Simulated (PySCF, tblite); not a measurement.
Isomers of C2H13Si4 (doublet state). Computed values, GFN2-xTB/tblite, gas phase, harmonic and unscaled. This tight-binding method is rough: wavenumbers can miss measured ones by several per cent, in bad cases by 10 to 20. Modes of hydrogen on silicon can be 10 to 20 % off. One conformer each. Open shells enter through the occupations alone, without spin polarisation, and single modes of such species can be off by tens of per cent.

Electronic energies: B3LYP/pcH-1 single points on the GFN2-xTB geometries (PySCF, gas phase).

```csv
SMILES,"electronic energy, lowest = 0 (kJ/mol)"
[CH2][Si@@H]([SiH3])[SiH2]C[SiH3],46.6
C[CH][SiH2][SiH2][SiH2][SiH3],61.5
C[Si@@H]([SiH2])[SiH2]C[SiH3],0.0
```

Task: How do GFN2-xTB zero-point energies change the relative energies?

Result: 
| SMILES | ZPE (kJ/mol) | of it from modes above 1550 cm⁻¹ | electronic (kJ/mol) | with ZPE, lowest = 0 (kJ/mol) | lowest mode (cm⁻¹) | rings |
| --- | --- | --- | --- | --- | --- | --- |
| C[Si@@H]([SiH2])[SiH2]C[SiH3] | 333.0 | 194.2 | 0.0 | 0.0 | 20 | 0 |
| [CH2][Si@@H]([SiH3])[SiH2]C[SiH3] | 319.3 | 191.6 | 46.6 | 32.9 | 17 | 0 |
| C[CH][SiH2][SiH2][SiH2][SiH3] | 323.4 | 188.8 | 61.5 | 51.9 | 7 | 0 |

The zero-point energies span 13.7 kJ/mol, from `[CH2][Si@@H]([SiH3])[SiH2]C[SiH3]` to `C[Si@@H]([SiH2])[SiH2]C[SiH3]`. The order is unchanged.

Task: And how do the electronic energies of GFN2-xTB itself compare?

Result: `C[Si@@H]([SiH2])[SiH2]C[SiH3]` 0.0; `[CH2][Si@@H]([SiH3])[SiH2]C[SiH3]` 74.8; `C[CH][SiH2][SiH2][SiH2][SiH3]` 68.7 kJ/mol, lowest = 0. Against the energies above, taken from the same isomer `C[Si@@H]([SiH2])[SiH2]C[SiH3]`, the largest difference is 28.2 kJ/mol.
